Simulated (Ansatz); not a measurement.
A search over several starts for the lowest SCF solution of the cluster Zr2P2 at the given spin, in a small basis.

```yaml
crystal:
  periodic: [false, false, false]
  atoms:
    - {symbol: Zr, position_ang: [-0.644734, 0.740153, -1.008903]}
    - {symbol: Zr, position_ang: [0.296680, -1.282985, 0.497316]}
    - {symbol: P, position_ang: [1.712686, 0.236017, -0.753433]}
    - {symbol: P, position_ang: [-1.364632, 0.306814, 1.265031]}
basis:
  gaussian: {orbitals: def2-SVP, initial_orbitals: start.molden}
magnetization: {spin_polarized: true, initial_magnetization: 2}
hamiltonian: {xc: pbe0, dispersion: d4}
output: {orbitals: {seedname: orbitals}}
```

The file start.molden holds the orbitals of an earlier run on this structure, at another level or in another basis.

```sh
$ ansatz run in.yaml --threads 4 --pin off --events-out ev --progress --plain --max-ram 3916MiB
```

Output, abridged:

```
Functional definition: PBE0
976 factors; integrals over basis functions are off by at most 6.5e-4 eV
mean field evaluation 1: about -21123.5351 eV, gradient 4.2e0 eV
mean field evaluation 2: about -21123.6513 eV, gradient 1.8e-1 eV
mean field evaluation 4: about -21123.6516 eV, gradient 3.2e-3 eV
mean field evaluation 8: about -21117.7453 eV, gradient 3.2e1 eV
mean field evaluation 16: about -21123.6485 eV, gradient 2.2e-1 eV
mean field evaluation 32: about -21123.6516 eV, gradient 2.7e-5 eV
mean field -21123.65162737 eV, -776.2798791803 hartree, gradient 2.4e-5 eV, S^2 2.026146; 7 other end points of the search recorded, 0 dependent functions left out
reference -21123.65166272 eV, -776.2798804797 hartree; 28, 26 occupied and 70, 72 virtual orbitals, 976 factors
Total energy: -21123.83942866 eV, -776.2867807506 hartree
```

Run time 6.5 s (4 threads of Arm Neoverse V2 on a shared host).

In the def2 sets Zr takes a core potential; there is no spin–orbit coupling. The structure comes from a short search, and lower isomers may exist.
